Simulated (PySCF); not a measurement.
Delta-SCF ions had no search for a lower state. Excitations are Tamm–Dancoff values on a coarser integration grid. The basis has no diffuse functions, so Rydberg states are missing or too high.

Cartesian coordinates (Å):
```xyz
10

C      1.7227     0.4145     0.5528
C      0.6287     0.3252    -0.2170
C     -0.6375    -0.2967     0.1405
C     -1.7005    -0.3539    -0.6785
Cl    -0.7528    -1.0037     1.7385
H      1.7431     0.0027     1.5622
H      2.6244     0.9040     0.1859
H      0.6384     0.7482    -1.2264
H     -1.6315     0.0855    -1.6742
H     -2.6351    -0.8258    -0.3837
```
Charge 0, spin multiplicity 1.

Problem. What HOMO–LUMO gap, S1–T1 gap (TDA), LUMO, brightest of the four lowest singlets (TDA), S1 excitation (TDA), vertical ionisation energy (Delta-SCF), S1 oscillator strength and total energy does PBE-D3(BJ)/def2-TZVP run with PySCF give?

Solution. 
| Quantity | Value |
|---|---|
| HOMO–LUMO gap | 3.79 eV |
| S1–T1 gap (TDA) | 2.15 eV |
| LUMO | -2.23 eV |
| brightest of the four lowest singlets (TDA) | 6.05 eV |
| S1 excitation (TDA) | 5.20 eV |
| vertical ionisation energy (Delta-SCF) | 8.89 eV |
| S1 oscillator strength | 0.096 |
| total energy | -615.2733 Ha |
